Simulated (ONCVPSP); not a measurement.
**Scattering properties, ONCV potential for hafnium**

- Element: Hf
- Generator: ONCVPSP 4.0.1
- Type: optimised norm-conserving Vanderbilt (ONCV)
- Functional: PBEsol
- Relativity: scalar-relativistic
- Frozen core: [Xe] 4f14
- Valence charge: 4
- Reference configuration: 5d2 6s1.75 (charge +0.25)
- Partial waves: 6s: rc 3.05 bohr, ncon 3, nbas 8, qcut 1.9 1/bohr, 1 projector; p scattering state at 0.29 Ha: rc 3.56 bohr, ncon 4, nbas 9, qcut 2.8 1/bohr, 1 projector; 5d: rc 1.90 bohr, ncon 5, nbas 9, qcut 4.4 1/bohr, 2 projectors, debl 1.6 Ha
- Local potential: polynomial inside 1.40 bohr (lpopt 5, dvloc0 0 Ha)
- Core correction: none

In the p channel the program set the typed energies aside and used 0.050 Ha.

The phase is arctan(r·R′/R) of the radial function R(r), unwrapped; energies in Ha, scanned from -2 to 5 Ha. A pole is an energy at which the radial function vanishes at the test radius. The pseudo phase is shifted by a multiple of π to meet the all-electron one at the reference energy, and phase errors are pseudo minus all-electron; the curves can meet again beyond the range given. Levels narrower than the energy grid can be missing from the lists of poles. n/a: not evaluated, since a narrow level or a reset projector energy made the automatic matching unsafe.

For each channel, where are the poles, and over which energies does the pseudopotential scatter like the atom?

```
channel  radius (bohr)  reference energy (Ha)  poles, all-electron     poles, pseudo  unbroken range about the reference energy with phases within 0.05 rad  phase error 1 Ha above the reference energy (rad)
      s           3.09                  -0.24           0.53, 3.80  0.32, 1.19, 4.52                                                              below 0.2                                             -2.873
      p           3.61                   0.05           0.60, 2.96  0.55, 1.96, 4.54                                                                    n/a                                                n/a
      d           1.92                  -0.16                 1.26              1.26                                                        the whole range                                             -0.000
```

Note: ghosts flagged at negative energy: s at -121.5 eV, p at -58.0 eV; no localised positive-energy state flagged. A true bound ghost makes a file unfit for plane-wave use.

Phases in the p channel:

```tsv
E (Ha)	all-electron	pseudo
-1.98	1.394	-1.744
-1.62	1.364	-1.771
-1.26	-1.790	-1.812
-0.90	-1.878	-1.887
-0.54	-2.071	-2.084
-0.18	-3.209	-3.229
0.18	-4.463	-4.465
0.54	-4.690	-4.707
0.90	-4.823	-4.924
1.26	-5.068	-7.230
1.62	-6.926	-7.754
1.98	-7.635	-7.860
2.34	-7.761	-7.949
2.70	-7.821	-8.147
3.06	-7.865	-10.148
3.42	-7.910	-10.803
3.78	-7.976	-10.908
4.14	-8.148	-10.957
4.50	-9.892	-10.992
4.86	-10.770	-11.024
```
